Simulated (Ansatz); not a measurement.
Molecule: AlI₂, net charge 0, doublet state. It need not be the lowest isomer of its formula. 
Coordinates optimised at B3LYP-D3(BJ)/def2-TZVP (Ansatz, a program for electronic structure):
SMILES: [I][Al][I]
```xyz
3

Al     1.0265     0.3329     0.3098
I     -0.2746     1.6652    -1.3782
I      0.0228    -1.7469     1.3022
```
Charge 0, spin multiplicity 2.

Property: vertical ionisation energy (to the singlet state of charge +1; each state is the SCF solution reached for its spin), in eV. Valence correlation only, unless marked. UHF or UKS for open shells. No spin-orbit coupling. The frozen core is the preceding noble-gas configuration, with the filled d and f shells of earlier blocks. Past Kr the def2 sets carry scalar-relativistic core potentials. Basis-set limits of correlation are two-point, X^-3; Hartree-Fock from the larger set. [CCSD(T)-MP2]/basis is that difference in the basis named.

| level | program | vertical ionisation energy (eV) |
|---|---|---|
| HF/def2-SVPD | Ansatz | 8.10 |
| PBE/def2-TZVPD | Ansatz | 7.97 |

Q: What does RI-MP2/CBS(def2-TZVPPD,def2-QZVPPD)+[CCSD(T)-MP2]/def2-TZVPPD (Ansatz) give?

A: 8.06 eV
